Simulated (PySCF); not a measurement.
C4H2BrCl, SMILES C#C/C=C(/Cl)Br.

Coordinates come from a r2SCAN-D4/def2-SVP optimisation. The structure was generated by enumeration; whether it is a known compound was not checked.

All values below come from PBE/def2-TZVP (PySCF).

Symmetry labels are those of the subgroup Cs that the program uses (full group Cs).

Task: List the valence orbital energies around the gap with their symmetry. (Estimate from the structure and the level; the computed values follow.)

Result: 
| orbital | symmetry | energy (eV) |
|---|---|---|
| HOMO−7 | A' | -10.34 |
| HOMO−6 | A" | -10.16 |
| HOMO−5 | A' | -8.30 |
| HOMO−4 | A" | -8.24 |
| HOMO−3 | A" | -7.69 |
| HOMO−2 | A' | -7.42 |
| HOMO−1 | A' | -7.00 |
| HOMO | A" | -5.99 |
| LUMO | A" | -2.45 |
| LUMO+1 | A' | -1.72 |
| LUMO+2 | A' | -0.71 |
| LUMO+3 | A' | 0.17 |
